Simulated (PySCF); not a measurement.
How the method changes the constants of KSb

State: ³Σ⁻ (triplet), unpaired electrons π ↑↑. Set-up: PySCF, spin-free X2C with a Gaussian nucleus, basis sets K x2c-SVPall, Sb x2c-SVPall. De refers to K + Sb in their high-spin ground configurations, without counterpoise correction. The functionals are run spin-unrestricted. A positive dipole means K(−)Sb(+).

```
       Level  Re (Å)  ωe (cm⁻¹)  De (eV)   μ (D)  CPU s a point (SCF and correlation, without the integrals)
        ROHF   3.392        149    0.153  -10.64                                                        0.18
    ROHF-MP2   3.368        147     0.67     n/a                                                        0.35
ROHF-SCS-MP2   3.380        145     0.68     n/a                                                         n/a
   ROHF-CCSD   3.400        138     0.70     n/a                                                         n/a
ROHF-CCSD(T)   3.408        136     0.74     n/a                                                         7.1
         PBE   3.342        140     1.24   -7.45                                                        0.99
        BP86   3.342        140     1.26   -7.67                                                        0.74
      r²SCAN   3.353        142     1.20   -8.78                                                         1.4
       M06-L   3.365        145      n/a  -10.02                                                         1.4
        PBE0   3.324        146     1.16   -8.60                                                         1.7
   BHandHLYP   3.328        149     1.11   -8.96                                                        0.95
     LC-ωPBE   3.287        157     1.15  -10.44                                                           2
```

Which functional lies closest to ROHF-CCSD(T) in De, which farthest, and by how much do they differ from it?

Closest is BHandHLYP (-8.0 pm in Re, +9.6 % in ωe, +0.37 eV in De against ROHF-CCSD(T) in the same basis), farthest BP86 (-6.6 pm in Re, +2.9 % in ωe, +0.52 eV in De). CCSD(T) converges more slowly with the basis than the functionals do and binds too weakly in this one, so the order can change at the basis-set limit.

What does a quarter of exact exchange do here, going from PBE to PBE0?

PBE0 less PBE: -1.8 pm in Re, +4.3 % in ωe, -0.08 eV in De. Exact exchange removes part of the self-interaction that spreads semilocal densities, and in most molecules shortens and stiffens the bond and lowers De; so it does here.

What does the step from GGA to meta-GGA do here, going from PBE to r²SCAN?

r²SCAN less PBE: +1.1 pm in Re, +1.4 % in ωe, -0.04 eV in De. 

Correlated steps freeze 23 core orbitals. Correlated levels converge slowly with the basis: in double zeta they bind strong bonds too weakly, by up to about 1 eV, and carry superposition errors of some tenths. These are scalar-relativistic numbers at best; spin–orbit coupling would shift them, the dissociation energy most. The state was picked by a PBE0 search and need not be the measured ground state.

The whole job (state search and all levels along the bond) took about 4 min on 1 thread of Arm Neoverse V1 (shared host), peak memory 0.77 GiB.
